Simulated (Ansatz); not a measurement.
# Nudged elastic band run: CH₆BN₃O

The input (input.yaml):

```yaml
crystal:
  periodic: [false, false, false]
  atoms:
    - { symbol: "N", position_ang: [-1.603551, 0.377647, 0.18756] }
    - { symbol: C, position_ang: [-0.183803, 0.419764, 0.108838] }
    - { symbol: O, position_ang: [0.16032, 1.761114, 0.186464] }
    - { symbol: "N", position_ang: [0.461113, -0.478787, 1.070268] }
    - { symbol: B, position_ang: [1.091989, -1.170044, -0.000706] }
    - { symbol: "N", position_ang: [0.5285, -0.283522, -0.994572] }
    - { symbol: H, position_ang: [-2.01075, 0.949366, -0.550692] }
    - { symbol: H, position_ang: [-1.930987, -0.580202, 0.092028] }
    - { symbol: H, position_ang: [1.057654, 1.810353, -0.169051] }
    - { symbol: H, position_ang: [0.625714, -0.246333, 2.039122] }
    - { symbol: H, position_ang: [1.814053, -2.12623, -0.062268] }
    - { symbol: H, position_ang: [0.066749, -0.488324, -1.872991] }
basis:
  gaussian: { orbitals: cc-pVDZ }
hamiltonian:
  xc: pbe0
  dispersion: d4
neb:
  order_check: false
  images: 5
  f_tol: 0.05
  max_iterations: 53
  final_atoms:
    - { symbol: "N", position_ang: [-1.31532151, 0.43995278, 0.10427298] }
    - { symbol: C, position_ang: [0.0882254, 0.13832693, -0.01790738] }
    - { symbol: O, position_ang: [0.76649013, 1.35033588, -0.20369078] }
    - { symbol: "N", position_ang: [0.51875113, -0.53776845, 1.19928138] }
    - { symbol: B, position_ang: [0.77625778, -1.90258488, 1.30264364] }
    - { symbol: "N", position_ang: [0.40948225, -0.77638553, -1.08209712] }
    - { symbol: H, position_ang: [-1.64934295, 0.84385886, -0.77214852] }
    - { symbol: H, position_ang: [-1.83326459, -0.42435698, 0.26030568] }
    - { symbol: H, position_ang: [0.3085324, 2.00544673, 0.3429282] }
    - { symbol: H, position_ang: [0.52816288, 0.03593136, 2.03990123] }
    - { symbol: H, position_ang: [1.42478696, -0.82760468, -1.17850032] }
    - { symbol: H, position_ang: [0.05424111, -0.40035003, -1.960989] }
  initial_path:
    images:
      - { positions_ang: [[-1.603551, 0.377647, 0.18756], [-0.183803, 0.419764, 0.108838], [0.16032, 1.761114, 0.186464], [0.461113, -0.478787, 1.070268], [1.091989, -1.170044, -0.000706], [0.5285, -0.283522, -0.994572], [-2.01075, 0.949366, -0.550692], [-1.930987, -0.580202, 0.092028], [1.057654, 1.810353, -0.169051], [0.625714, -0.246333, 2.039122], [1.814053, -2.12623, -0.062268], [0.066749, -0.488324, -1.872991]] }
      - { positions_ang: [[-1.56083981, 0.39799886, 0.13080814], [-0.15085615, 0.38336813, 0.15520391], [0.28161497, 1.69128232, 0.27501322], [0.38366228, -0.52072711, 1.15483665], [1.03134127, -1.29035461, 0.09985088], [0.54913739, -0.33564178, -0.91968287], [-1.87786106, 0.95735596, -0.67181293], [-1.93213164, -0.53301832, 0.03031207], [0.87499298, 1.89653326, -0.22857041], [0.70988376, -0.24019043, 2.02758057], [1.74896411, -1.83994165, -0.30183852], [0.01909291, -0.62186264, -1.71770073]] }
      - { positions_ang: [[-1.51812862, 0.41835071, 0.07405629], [-0.1179093, 0.34697226, 0.20156983], [0.40290994, 1.62145064, 0.36356244], [0.30621156, -0.56266722, 1.2394053], [0.97069353, -1.41066522, 0.20040776], [0.56977477, -0.38776156, -0.84479373], [-1.74497212, 0.96534591, -0.79293385], [-1.93327629, -0.48583463, -0.03140386], [0.69233196, 1.98271353, -0.28808982], [0.79405353, -0.23404786, 2.01603914], [1.68387522, -1.55365329, -0.54140904], [-0.02856317, -0.75540127, -1.56241045]] }
      - { positions_ang: [[-1.47541743, 0.43870257, 0.01730443], [-0.08496245, 0.31057639, 0.24793574], [0.5242049, 1.55161897, 0.45211166], [0.22876084, -0.60460733, 1.32397395], [0.9100458, -1.53097583, 0.30096464], [0.59041216, -0.43988134, -0.7699046], [-1.61208318, 0.97333587, -0.91405478], [-1.93442093, -0.43865095, -0.09311978], [0.50967094, 2.06889379, -0.34760922], [0.87822329, -0.2279053, 2.00449772], [1.61878632, -1.26736494, -0.78097957], [-0.07621926, -0.88893991, -1.40712018]] }
      - { positions_ang: [[-1.42205212, 0.43911931, 0.04629395], [-0.02723316, 0.25315991, 0.15932137], [0.60496665, 1.4845246, 0.23351085], [0.32542427, -0.5823277, 1.28240976], [0.86544979, -1.65484552, 0.63485764], [0.53010219, -0.5520494, -0.87396877], [-1.6245031, 0.93017687, -0.86675269], [-1.90070215, -0.43388629, 0.02468871], [0.44262476, 2.04774477, -0.11743008], [0.76153649, -0.13995974, 2.01629889], [1.55411987, -1.12077819, -0.91348648], [-0.03273247, -0.72607661, -1.59174312]] }
      - { positions_ang: [[-1.36868682, 0.43953604, 0.07528346], [0.03049612, 0.19574342, 0.07070699], [0.68572839, 1.41743024, 0.01491003], [0.4220877, -0.56004808, 1.24084557], [0.82085378, -1.7787152, 0.96875064], [0.46979222, -0.66421746, -0.97803295], [-1.63692303, 0.88701786, -0.8194506], [-1.86698337, -0.42912164, 0.1424972], [0.37557858, 2.02659575, 0.11274906], [0.64484969, -0.05201419, 2.02810006], [1.48945342, -0.97419143, -1.0459934], [0.01075432, -0.56321332, -1.77636606]] }
      - { positions_ang: [[-1.31532151, 0.43995278, 0.10427298], [0.0882254, 0.13832693, -0.01790738], [0.76649013, 1.35033588, -0.20369078], [0.51875113, -0.53776845, 1.19928138], [0.77625778, -1.90258488, 1.30264364], [0.40948225, -0.77638553, -1.08209712], [-1.64934295, 0.84385886, -0.77214852], [-1.83326459, -0.42435698, 0.26030568], [0.3085324, 2.00544673, 0.3429282], [0.52816288, 0.03593136, 2.03990123], [1.42478696, -0.82760468, -1.17850032], [0.05424111, -0.40035003, -1.960989]] }
```

Command:

```bash
$ ansatz run input.yaml --threads 2 --pin off --max-ram 3072MiB --backend cpu --events-out ev --progress --plain --runs-dir out
```

Output, in part (warnings, iteration lines, the closing report on the highest movable image, with atoms numbered from 0):

```
NEB end point (image 0): max|allowed force component| = 4.836e-3 eV/Å (the criterion of neb.relax_end_points is 1.000e-2)
NEB end point (image 6): max|allowed force component| = 5.260e-3 eV/Å (the criterion of neb.relax_end_points is 1.000e-2)
NEB iter   1: max|band force component| = 3.671e1 eV/Å  barrier→ = 9.2115 eV  barrier← = 6.3149 eV  Δτ_max = 0.1988 Å  (191 SCF iters)
NEB iter   2: max|band force component| = 2.969e0 eV/Å  barrier→ = 4.5888 eV  barrier← = 1.6922 eV  Δτ_max = 0.1980 Å  (163 SCF iters)
NEB iter   3: max|band force component| = 1.555e0 eV/Å  barrier→ = 4.0562 eV  barrier← = 1.1596 eV  Δτ_max = 0.1898 Å  (158 SCF iters)
NEB iter   4: max|band force component| = 1.074e0 eV/Å  barrier→ = 3.6277 eV  barrier← = 0.7311 eV  Δτ_max = 0.1176 Å  (148 SCF iters)
NEB iter   5: max|band force component| = 6.628e-1 eV/Å  barrier→ = 3.6645 eV  barrier← = 0.7679 eV  Δτ_max = 0.0751 Å  (152 SCF iters)
NEB iter   6: max|band force component| = 7.248e-1 eV/Å  barrier→ = 3.5791 eV  barrier← = 0.6825 eV  CI = image 4  Δτ_max = 0.1991 Å  (155 SCF iters)
NEB iter   7: max|band force component| = 1.086e0 eV/Å  barrier→ = 3.9329 eV  barrier← = 1.0363 eV  CI = image 4  Δτ_max = 0.1002 Å  (151 SCF iters)
NEB iter   8: max|band force component| = 1.147e0 eV/Å  barrier→ = 3.9385 eV  barrier← = 1.0419 eV  CI = image 4  Δτ_max = 0.1968 Å  (151 SCF iters)
NEB iter   9: max|band force component| = 1.081e0 eV/Å  barrier→ = 3.8833 eV  barrier← = 0.9867 eV  CI = image 4  Δτ_max = 0.1976 Å  (151 SCF iters)
NEB iter  10: max|band force component| = 2.366e0 eV/Å  barrier→ = 3.6315 eV  barrier← = 0.7349 eV  CI = image 3  Δτ_max = 0.1997 Å  (154 SCF iters)
NEB iter  11: max|band force component| = 1.580e0 eV/Å  barrier→ = 4.2892 eV  barrier← = 1.3926 eV  CI = image 3  Δτ_max = 0.1985 Å  (162 SCF iters)
NEB iter  12: max|band force component| = 1.378e0 eV/Å  barrier→ = 4.1738 eV  barrier← = 1.2772 eV  CI = image 3  Δτ_max = 0.1562 Å  (152 SCF iters)
NEB iter  13: max|band force component| = 4.955e-1 eV/Å  barrier→ = 4.1004 eV  barrier← = 1.2038 eV  CI = image 3  Δτ_max = 0.1954 Å  (152 SCF iters)
NEB iter  14: max|band force component| = 3.135e-1 eV/Å  barrier→ = 4.0303 eV  barrier← = 1.1337 eV  CI = image 3  Δτ_max = 0.1181 Å  (150 SCF iters)
NEB iter  15: max|band force component| = 5.309e-1 eV/Å  barrier→ = 4.0401 eV  barrier← = 1.1435 eV  CI = image 3  Δτ_max = 0.0600 Å  (151 SCF iters)
NEB iter  16: max|band force component| = 3.761e-1 eV/Å  barrier→ = 4.0204 eV  barrier← = 1.1238 eV  CI = image 3  Δτ_max = 0.0597 Å  (157 SCF iters)
NEB iter  17: max|band force component| = 3.311e-1 eV/Å  barrier→ = 4.0169 eV  barrier← = 1.1203 eV  CI = image 3  Δτ_max = 0.0596 Å  (157 SCF iters)
NEB iter  18: max|band force component| = 6.833e-2 eV/Å  barrier→ = 4.0129 eV  barrier← = 1.1163 eV  CI = image 3  Δτ_max = 0.0707 Å  (160 SCF iters)
NEB iter  19: max|band force component| = 1.207e-1 eV/Å  barrier→ = 4.0105 eV  barrier← = 1.1139 eV  CI = image 3  Δτ_max = 0.0218 Å  (155 SCF iters)
NEB iter  20: max|band force component| = 4.223e-2 eV/Å  barrier→ = 4.0101 eV  barrier← = 1.1135 eV  CI = image 3  Δτ_max = 0.0000 Å  (288 SCF iters)
Total energy: -8316.37798724 eV, -305.6212539877 hartree
Atom 0 at    -1.507254     0.368105     0.164456 Å, force     0.011236    -0.009560    -0.007586 eV/Å
Atom 1 at    -0.082437     0.356399     0.108296 Å, force     0.011980     0.000992     0.005072 eV/Å
Atom 2 at     0.314876     1.681141     0.200701 Å, force    -0.014236     0.026872     0.006936 eV/Å
Atom 3 at     0.460597    -0.483786     1.165690 Å, force     0.005316    -0.005747    -0.031522 eV/Å
Atom 4 at     1.234411    -1.402963     0.492568 Å, force    -0.006274     0.004676     0.027209 eV/Å
Atom 5 at     0.581687    -0.274272    -1.058519 Å, force    -0.002265     0.004498     0.004538 eV/Å
Atom 6 at    -1.867238     0.995827    -0.552620 Å, force    -0.003788     0.005037     0.001631 eV/Å
Atom 7 at    -1.885108    -0.565116     0.016341 Å, force     0.001494     0.004637     0.003576 eV/Å
Atom 8 at     1.117414     1.731268    -0.336983 Å, force    -0.000672    -0.009451    -0.000757 eV/Å
Atom 9 at     0.311561    -0.301672     2.149636 Å, force     0.002706    -0.007037     0.008014 eV/Å
Atom 10 at     1.508313    -1.329737    -0.744614 Å, force    -0.002186    -0.005491    -0.004863 eV/Å
Atom 11 at    -0.109821    -0.830392    -1.570951 Å, force    -0.003311    -0.009427    -0.012248 eV/Å
Dipole moment:    -0.353963    -0.030583    -0.081881 e Å
```

The run converged. The profile has 2 maxima (images 3, 5) with wells between them (image 4): this band takes more than one step, which may be the mechanism or a detour left from its start path. Neighbouring images differ by up to 2.0 eV, so the band resolves the path poorly. A vibrational analysis at the climbing image gives one clearly imaginary mode, 1334i cm⁻¹: a first-order saddle point. The orbitals stay closed-shell, which can raise the energy where a bond breaks towards radicals; this wasn't checked here.

Final band (atoms are numbered from 1 in the order of the input):

```csv
image,path coordinate (Å),energy (kJ/mol),B5–N6 (Å),B5–H11 (Å),N6–H11 (Å)
0,0.00,0.0,1.45,1.20,2.43
1,0.56,25.1,1.45,1.18,2.27
2,1.13,197.2,1.58,1.15,1.83
3,1.69,386.9,2.03,1.27,1.44
4,3.12,284.7,2.80,2.61,1.02
5,4.54,289.1,2.07,2.76,1.02
6,5.96,279.5,2.66,2.78,1.02
```

Run time: 7.4 min on 2 threads of Intel(R) Xeon(R) Platinum 8259CL CPU @ 2.50GHz (Skylake/Cascade Lake), on a shared host, peak memory 0.29 GiB.
